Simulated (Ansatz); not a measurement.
The same group exchange along the group F, Cl, Br.

Program: Ansatz. Geometries: PBE0-D4/def2-TZVP. ΔE: electronic, gas phase. CCSD(T)/CBS is the MP2 limit (def2-TZVPP, def2-QZVPP) plus CCSD(T) − MP2 in def2-TZVPP, frozen cores. DFT in def2-TZVPP. For Br outer-core shells are correlated without core-valence functions, which leaves a few kJ/mol of doubt a bond. Scalar relativity is left out up to krypton. Each species was taken in one conformer, which may not be the lowest.

| reaction | HF/CBS(def2) (kcal/mol) | PBE-D4 (kcal/mol) | ωB97M-V (kcal/mol) | CCSD(T)/CBS(def2) (kcal/mol) |
| --- | --- | --- | --- | --- |
| `F[SiH2]C[SiH3]` + `C[CH2][AlH2]` → `C[CH2][AlH][SiH3]` + `C[SiH2]F` | 0.0 | -4.9 | -0.2 | -1.6 |
| `[SiH3]C[SiH2]Cl` + `C[CH2][AlH2]` → `C[CH2][AlH][SiH3]` + `C[SiH2]Cl` | 0.0 | -4.6 | -0.1 | -1.4 |
| `[SiH3]C[SiH2]Br` + `C[CH2][AlH2]` → `C[CH2][AlH][SiH3]` + `C[SiH2]Br` | 0.0 | -4.6 | -0.1 | -1.3 |

Largest T1 diagnostic: 0.011, for `C[CH2][AlH][SiH3]`.
